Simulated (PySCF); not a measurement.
## [MoF6]3-: what the settings change

[MoF6]3- holds Mo(III), d3, at total charge -3. The structure is a PBE0-D3(BJ)/def2-TZVP, IEF-PCM water geometry optimised for multiplicity 4; coordination octahedral, point group Oh, metal–donor distances 2.07 Å.

```
7

Mo    0.0000    0.0000    0.0000
F     0.0000    2.0710    0.0000
F     0.0000   -2.0710    0.0000
F     0.0000    0.0000    2.0710
F     0.0000    0.0000   -2.0710
F     2.0710    0.0000    0.0000
F    -2.0710    0.0000    0.0000
```

Method (PySCF 2.14, density fitting): CASSCF(3,5) with orbitals averaged over all microstates of the shell, strongly contracted NEVPT2 on the averaged canonical orbitals; basis x2c-TZVPall on the metal, x2c-SVPall elsewhere; spin-free X2C; IEF-PCM water; spin-orbit coupling by state interaction with the mean-field operator over all roots.

Base run: NEVPT2 ground state 4A2g, next 2Eg at 12761, then 2T1g at 13178 cm⁻¹, 10Dq(CASSCF) 22870, B(CASSCF) 730, ζ 743 cm⁻¹, g 1.932 1.932 1.932, μeff(300 K) 3.76 μB.

What happens with the basis x2c-TZVPall on all atoms?

NEVPT2 ground state 4A2g, next 2Eg at 12667, then 2T1g at 13059 cm⁻¹, 10Dq(CASSCF) 22550, B(CASSCF) 728, ζ 741 cm⁻¹, g 1.931 1.931 1.931, μeff(300 K) 3.76 μB. It took 27 s against 12 s on a shared host of the same kind.

What happens with orbitals averaged over the highest spin alone?

NEVPT2 ground state 4A2g, next 2Eg at 12832, then 2T1g at 13258 cm⁻¹, 10Dq(CASSCF) 22877, B(CASSCF) 741, ζ 751 cm⁻¹, g 1.930 1.930 1.930, μeff(300 K) 3.76 μB.

NEVPT2 on the d shell alone tends to put d–d bands too high for such charged or covalently bound ions.
